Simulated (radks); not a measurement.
Ga5+, configuration [Ar] 3d8 (the NIST ground configuration).

Method: Dirac Kohn-Sham, BLYP, spin-unpolarised, spherical densities, finite nucleus; open shells are shared between the two j in proportion to 2j + 1; Fermi nuclear charge, rms radius 3.9973 fm; computed with a radial shooting solver on a logarithmic mesh with Libxc functionals.

Energy parts (eV):
part                       energy
total                  -52699.147
kinetic                 53755.238
electron-nucleus      -124910.684
Hartree                 20451.901
exchange-correlation    -1995.603

Orbitals (lengths in bohr, moments of r in powers of bohr; r(max) is where P^2 peaks; r(90%) holds 90 % of the orbital's charge):
orbital  occ.  eigenvalue (eV)     <r^2>   r(max)  r(90%)
1s1/2       2        -10318.04  0.003178  0.03178  0.0868
2s1/2       2        -1351.112   0.05591   0.1825   0.337
2p1/2       2        -1206.484   0.04354   0.1444   0.308
2p3/2       4        -1178.809   0.04505   0.1473   0.313
3s1/2       2        -232.3317    0.4730   0.5610   0.956
3p1/2       2        -185.2218    0.5019   0.5560    1.00
3p3/2       4        -181.4010    0.5165   0.5639    1.02
3d3/2     3.2        -101.6368    0.6190   0.5142    1.17
3d5/2     4.8        -101.0875    0.6251   0.5167    1.17

The highest occupied level is 3d5/2 at -101.09 eV. Summed over all electrons, <r^2> = 9.382 bohr^2, which gives a Langevin (diamagnetic) susceptibility term of -7.43 x 10^-6 cm^3/mol.
